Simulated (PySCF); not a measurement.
Ionisation energy of Ni by level of theory

Ni [Ar] 3d8 4s2 (3F) → Ni⁺ [Ar] 3d9 (2D), as a difference of total energies. Calculation: PySCF 2.14, in aug-cc-pVTZ with one added diffuse shell each of s, p, d, f, g type (9s8p6d4f3g, 118 functions); the non-relativistic Hamiltonian (point nucleus). Correlated levels: valence: [Ar] frozen. The calculations carry no spin-orbit coupling.

```csv
method,ionisation energy (eV)
UHF,7.716
LDA,7.023
PBE,7.133
PBE0,7.228
r2SCAN,7.660
M06,7.236
r2SCANh,7.670
B3LYP,7.491
MP2 (valence),6.466
SCS-MP2 (valence),6.677
```

Question: How much does correlation contribute at MP2 (valence)?

Answer: 6.466 − (7.716) = -1.250 eV, measured against UHF.

A first-order spin-orbit estimate (lowest level to lowest level, LS coupling) adds 0.053 eV.

These non-relativistic numbers lack the scalar-relativistic shift.

Errors of the correlated levels include the incompleteness of this basis and the frozen core.

MP2 underrates the near-degeneracy of ns² with np² in the lower species.

For comparison: 7.640 eV (measured; NIST Atomic Spectra Database, ionization energies).
